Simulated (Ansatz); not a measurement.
Consider the formal exchange of groups at the Se–Ge bond: `[F][Ge]([F])([Cl])[SeH]` + `[F][SnH]([F])[F]` → `[F][Sn]([F])([F])[SeH]` + `[F][GeH]([F])[Cl]`.

Computed with Ansatz on PBE0-D4/def2-TZVP structures; ΔE is electronic, products minus reactants. CCSD(T)/CBS adds triple-zeta CCSD(T) − MP2 to the extrapolated MP2 energy (def2 sets, frozen cores). DFT in def2-TZVPP. B3LYP here is the variant with VWN-RPA as its local correlation; programs differ in this. Elements past krypton have def2 core potentials. For Ge, Se, Sn outer-core shells are correlated without core-valence functions, which leaves a few kJ/mol of doubt a bond. Scalar relativity is left out up to krypton. One conformer a species, not always the lowest.

`[F][Ge]([F])([Cl])[SeH]`:

Cartesian coordinates in Å:
```
F -1.124 0.652 1.655
Ge -0.318 -0.122 0.355
F -1.537 -1.022 -0.450
Cl 1.034 -1.545 1.141
Se 0.609 1.528 -0.966
H 1.337 0.508 -1.735
```

`[F][SnH]([F])[F]`:

Cartesian coordinates in Å:
```
F 0.957 0.810 -1.355
Sn 0.038 -0.112 0.016
F -1.790 0.011 -0.453
F 0.223 0.981 1.548
H 0.571 -1.691 0.244
```

`[F][Sn]([F])([F])[SeH]`:

Cartesian coordinates in Å:
```
F 0.447 0.420 1.935
Sn 0.484 -0.080 0.110
F 2.194 0.411 -0.534
F 0.476 -1.971 0.178
Se -1.297 0.924 -1.280
H -2.303 0.297 -0.408
```

`[F][GeH]([F])[Cl]`:

Z-matrix (Å, degrees):
```
Ge
F 1 1.713
Cl 1 2.109 2 107.8
F 1 1.713 2 105.2 3 -114.9
H 1 1.520 2 110.6 3 125.7
```

```
             level  ΔE (kcal/mol)  difference from CCSD(T)/CBS
         r2SCAN-D4           -4.3                          1.2
          B3LYP-D4           -4.4                          1.1
        r2SCANh-D4           -4.3                          1.2
          BHLYP-D4           -4.5                          1.0
      CAM-B3LYP-D4           -4.2                          1.3
            B2PLYP           -4.7                          0.8
              BLYP           -5.3                          0.2
              PBE0           -4.4                          1.1
           r2SCANh           -4.4                          1.1
           r2SCAN0           -4.3                          1.2
    MP2/def2-TZVPP           -4.0                          1.5
SCS-MP2/def2-TZVPP           -4.1                          1.4
   CCSD/def2-TZVPP           -3.7                          1.8
CCSD(T)/def2-TZVPP           -3.7                          1.8
SCS-MP2/def2-QZVPP           -5.3                          0.2
    CCSD/CBS(def2)           -5.6                         -0.1
       CCSD(T)/CBS           -5.5                            0
```

Largest T1 diagnostic among the species: 0.015.

Leaving LDA and LC-ωPBE aside and taking each functional with its dispersion term where it has one, the values, not all of them listed here, spread over 0.9 kcal/mol, from B2PLYP to revPBE-D4. LDA lies +0.9 kcal/mol from PBE without D4. In def2-TZVPP, CCSD(T) changes the Hartree–Fock value by +1.5 kcal/mol (the triples alone add +0.1 kcal/mol) and MP2 by +1.2 kcal/mol.
